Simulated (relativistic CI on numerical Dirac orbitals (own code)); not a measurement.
Spin-allowed bands of a d8 ion in an octahedral site, by hand

Problem. A d8 ion in an octahedral site has a 3A2 ground term and spin-allowed bands at ν1 = 7000 and ν2 = 11891 cm⁻¹ (from a computed ligand-field model). Find Δ and the Racah parameter B, and predict the third band.

Working.
1. The F term splits into A2 (−1.2Δ), T2 (−0.2Δ) and T1 (+0.6Δ), so ν1 = E(T2) − E(A2) = Δ = 7000 cm⁻¹.
2. T1(F) mixes with T1(P), which lies at 15B, through an element 0.4Δ. The two roots, counted from A2, are ν2,3 = ½(15B + 3Δ) ∓ ½√[(15B − Δ)² + 12BΔ].
3. Solving the lower root for B gives B = (2ν1² + ν2² − 3ν1ν2)/(15ν2 − 27ν1) = -10315119/-10635 = 970 cm⁻¹.
4. The sum of the roots is 15B + 3Δ, so ν3 = 15B + 3ν1 − ν2 = 23658 cm⁻¹ (423 nm).

Check. The bands were computed by exact diagonalisation of the d8 shell with B = 970 and Δ = 7000 cm⁻¹, which gives ν3 = 23659 cm⁻¹. C does not enter the terms of highest spin.
